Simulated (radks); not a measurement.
The numbers below are computed, except where a source is named.
Question: Species: F. Configuration: [He] 2s2 2p5. Level of theory: non-relativistic Kohn-Sham, PBEsol, spin-polarised, spherical densities, point nucleus; open shells are filled with parallel spins first (a radial shooting solver on a logarithmic mesh with Libxc functionals). Some entries of the table are withheld. Estimate them.

orbital,occ.,eigenvalue (hartree),<r^2> (bohr^2)
1s up,1,-24.28030,(1)
1s down,1,-24.25290,(2)
2s up,1,-1.11740,1.224
2s down,1,-1.05532,1.255
2p up,3,(3),1.580
2p down,2,(4),1.710

Answer: 
(1) 1s up <r^2> (bohr^2): 0.04229
(2) 1s down <r^2> (bohr^2): 0.04219
(3) 2p up eigenvalue (hartree): -0.43399
(4) 2p down eigenvalue (hartree): -0.37364
